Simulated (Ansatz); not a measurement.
`O[SiH](O)C#C[SiH3]`. Charge 0, multiplicity 1. Geometry: relaxed with PBE0-D4/def2-TZVP. It is one conformer, not always the lowest.

```xyz
12

O     2.175    1.696    0.933
Si    0.578    1.515    1.235
O    -0.342    2.793    0.803
C    -0.008    0.037    0.320
C    -0.389   -0.933   -0.305
Si   -0.969   -2.399   -1.228
H     2.512    1.404    0.085
H     0.431    1.378    2.691
H    -0.617    2.872   -0.111
H    -1.628   -1.953   -2.479
H    -1.935   -3.149   -0.390
H     0.192   -3.261   -1.555
```

Task: What is the dipole moment at B3LYP/def2-TZVPP? (Best estimate.)

Result: The calculation gave: 2.68 D, with components (-0.21, -0.98, -2.48) D in this frame, pointing from negative to positive charge.

Task: And with PBE, r2SCAN, ωB97M-V? (Best estimate.)

Result: Computed: PBE 2.57 D, r2SCAN 2.65 D, ωB97M-V 2.70 D.

Task: Give the Mulliken charges with B3LYP, PBE, ωB97M-V in def2-TZVPP. (Estimate.)

Result: Computed: 
| atom | B3LYP | PBE | ωB97M-V |
| --- | --- | --- | --- |
| O1 | -0.38 | -0.33 | -0.36 |
| Si2 | 0.69 | 0.58 | 0.65 |
| O3 | -0.37 | -0.33 | -0.36 |
| C4 | -0.22 | -0.20 | -0.25 |
| C5 | -0.18 | -0.16 | -0.20 |
| Si6 | 0.34 | 0.27 | 0.24 |
| H7 | 0.19 | 0.19 | 0.18 |
| H8 | -0.09 | -0.08 | -0.04 |
| H9 | 0.19 | 0.19 | 0.18 |
| H10 | -0.05 | -0.04 | -0.02 |
| H11 | -0.05 | -0.04 | -0.01 |
| H12 | -0.05 | -0.04 | -0.02 |

B3LYP here is the variant with VWN-RPA as its local correlation; programs differ in this.
